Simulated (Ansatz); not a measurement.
Born–Oppenheimer molecular dynamics of ClH5OSn (8 atoms, charge 0, multiplicity 1). It starts at the highest image of a converged band. Of that band: Neighbouring images differ by up to 1.5 eV, so the band resolves the path poorly. A vibrational analysis at the climbing image gives one clearly imaginary mode, 1454i cm⁻¹: a first-order saddle point.

Level of theory: Ansatz, RKS PBE0/def2-mTZVP.

```
ensemble                      : NVE (velocity Verlet)
time step                     : 0.5 fs
steps asked                   : 200
starting velocities drawn for : 100 K
seed                          : 8491
```

First frame:

```xyz
8
Properties=species:S:1:pos:R:3
Sn 0.112 0.187 -0.073
H 0.896 -0.384 1.804
H 1.544 -0.374 -0.794
Cl -0.513 1.866 -1.647
H -1.303 -0.726 0.116
O 0.257 1.653 1.466
H 0.837 2.409 1.289
H 0.762 0.660 1.936
```

Question: How far do the bonds stretch over the last three quarters of this one trajectory? (Pairs bonded in most of those frames.)

Answer: 
| bond | mean (Å) | spread (Å) | shortest | longest |
| --- | --- | --- | --- | --- |
| Sn1–H2 | 1.713 | 0.047 | 1.63 | 1.80 |
| Sn1–H3 | 1.715 | 0.013 | 1.69 | 1.74 |
| Sn1–Cl4 | 2.455 | 0.069 | 2.29 | 2.54 |
| Sn1–H5 | 1.713 | 0.010 | 1.70 | 1.74 |
| O6–H7 | 0.967 | 0.014 | 0.94 | 0.99 |
| O6–H8 | 0.967 | 0.018 | 0.94 | 1.00 |

Mean temperature of the second half: 1571 K. The conserved energy stayed within 0.074 meV per atom of its start (net change -0.036 meV per atom), so the integration is sound. The kinetic energy rose, since the run started high on the potential surface and went downhill. It ends in pieces (ClH3Sn + H2O), so much of that is their flight and rotation, not heat. A run of 0.1 ps of so small a system gives no equilibrium averages. The orbitals stay closed-shell, which can raise the energy where a bond breaks towards radicals; this wasn't checked here.

The run took 7.5 min on 2 threads of Arm Neoverse V2 (shared host), peak memory 0.21 GiB.
